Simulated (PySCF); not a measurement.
N,N-dimethyl-1-methylsilylmethanamine (C4H13NSi), SMILES C[SiH2]CN(C)C.

The structure is a stationary point at PBE0-D3(BJ)/def2-SVP. The values are those of a single conformer.

Computed with PySCF with TDA-M06-2X/def2-SVPD.

Vertical excitations. Gas-phase values at a fixed geometry.

```tsv
state	energy (eV)	λ (nm)	f	main pairs
S1	5.98	207	0.033	HOMO→LUMO+1 76 %, HOMO→LUMO 16 %
S2	6.39	194	0.007	HOMO→LUMO 73 %, HOMO→LUMO+1 13 %
S3	6.88	180	0.012	HOMO→LUMO+2 82 %
S4	7.10	175	0.005	HOMO→LUMO+3 79 %
S5	7.34	169	0.038	HOMO→LUMO+4 50 %, HOMO→LUMO+5 20 %, HOMO→LUMO+3 10 %
S6	7.54	164	0.016	HOMO→LUMO+5 62 %, HOMO→LUMO+4 25 %
T1	5.88	211	0	HOMO→LUMO+1 76 %
T2	6.34	196	0	HOMO→LUMO 80 %
```
Triplets are in the Tamm–Dancoff approximation.
